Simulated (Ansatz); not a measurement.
The same path of Cl3HOZr + H2 (8 atoms, charge 0, multiplicity 1) was run twice with different band settings.

Method: RKS PBE-D4/def2-SVP (Ansatz 0.2.0).

Relaxed end points:

```xyz
8
Properties=species:S:1:pos:R:3
Zr -0.157 -0.255 0.162
Cl -0.126 -0.268 2.519
Cl 2.022 -0.401 -0.719
Cl -1.273 1.648 -0.660
O -1.116 -1.781 -0.410
H -1.632 -2.562 -0.658
H 1.652 2.616 1.024
H 1.479 2.327 1.715
```

```xyz
8
Properties=species:S:1:pos:R:3
Zr -0.685 0.511 -0.160
Cl -1.144 1.561 1.896
Cl 1.160 1.512 -1.228
Cl -2.567 0.695 -1.556
O -0.335 -1.327 0.132
H -0.147 -2.264 0.285
H 2.431 0.416 1.462
H 2.136 0.220 2.144
```

Common settings: movable images 5; climbing image yes; optimiser quadratic models (default); start path through a guess of the saddle point; force threshold 0.03 eV/Å; iteration limit 60; end points relaxed.

| run | spring |
| --- | --- |
| 1 | 5.0 eV/Å² |
| 2 | 2.0 to 10.0 eV/Å², energy-weighted |

Question: What does each run give, and how far can it be trusted?

Answer: Run 1: converged after 33 iterations, highest image 0.018 eV above the first end. A vibrational analysis at the climbing image gives no mode beyond 40i cm⁻¹: the surface is too flat there to confirm a saddle point.
Run 2: converged after 29 iterations, highest image 0.017 eV above the first end. Another band between the same ends (5 images) ends at a top of the same energy, where a vibrational analysis finds no clearly imaginary modes.
